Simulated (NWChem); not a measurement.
System meant: HTeSBr; SMILES S[Te]Br

The following NWChem deck was run.

```
start job
memory heap 200 mb stack 900 mb global 1100 mb
geometry units angstroms noautoz
  Te     0.611528    -0.583863    -0.001749
  Br    -0.218822     1.805119     0.015966
  S     -1.419595    -1.830426     0.061034
  H     -1.650305    -1.867370    -1.272949
end
basis spherical
  Te library def2-svp
  Br library def2-svp
  S library def2-svp
  H library def2-svp
end
ecp
  Te library def2-ecp
end
dft
  odft
  mult 2
  xc b3lyp
  iterations 150
  mulliken
end
task dft energy
```

End of the output:

```
 ==============================================================================
                                 internuclear angles
 ------------------------------------------------------------------------------
        center 1       |       center 2       |       center 3       |  degrees
 ------------------------------------------------------------------------------
    2 Br               |   1 Te               |   3 S                |   102.36
    1 Te               |   3 S                |   4 H                |    97.67
 ------------------------------------------------------------------------------
                            number of included internuclear angles:          2
 ==============================================================================

 Summary of "ao basis" -> "" (spherical)
 ------------------------------------------------------------------------------
       Tag                 Description            Shells   Functions and Types
 ---------------- ------------------------------  ------  ---------------------
 Te                         def2-svp                10       26   4s4p2d
 Br                         def2-svp                12       32   5s4p3d
 S                          def2-svp                 8       18   4s3p1d
 H                          def2-svp                 3        5   2s1p

                                 NWChem DFT Module
                                 -----------------

 Summary of "ao basis" -> "ao basis" (spherical)
 ------------------------------------------------------------------------------
       Tag                 Description            Shells   Functions and Types
 ---------------- ------------------------------  ------  ---------------------
 Te                         def2-svp                10       26   4s4p2d
 Br                         def2-svp                12       32   5s4p3d
 S                          def2-svp                 8       18   4s3p1d
 H                          def2-svp                 3        5   2s1p

  number of electrons :                   76
  multiplicity        :                    2
 ------------------------------------------------------------------------
  no. of electrons and multiplicity not compatible                  76
 ------------------------------------------------------------------------
 ------------------------------------------------------------------------
  current input line :
    25: task dft energy
 ------------------------------------------------------------------------
 ------------------------------------------------------------------------
 There is an error in the input file
 ------------------------------------------------------------------------
 For more information see the NWChem manual at https://nwchemgit.github.io

0: no. of electrons and multiplicity not compatible:Received an Error in Communication
```

Q: Find the fault in this run and fix the input.

A: The input was rejected before any calculation. Cause: the multiplicity doesn't fit the number of electrons (an even count wants an odd multiplicity, and the reverse). This input runs:
```
start job
memory heap 200 mb stack 900 mb global 1100 mb
geometry units angstroms noautoz
  Te     0.611528    -0.583863    -0.001749
  Br    -0.218822     1.805119     0.015966
  S     -1.419595    -1.830426     0.061034
  H     -1.650305    -1.867370    -1.272949
end
basis spherical
  Te library def2-svp
  Br library def2-svp
  S library def2-svp
  H library def2-svp
end
ecp
  Te library def2-ecp
end
dft
  xc b3lyp
  iterations 150
  mulliken
end
task dft energy
```
It converges to -3240.69331 Ha (B3LYP/def2-SVP with def2 effective core potentials on Te).
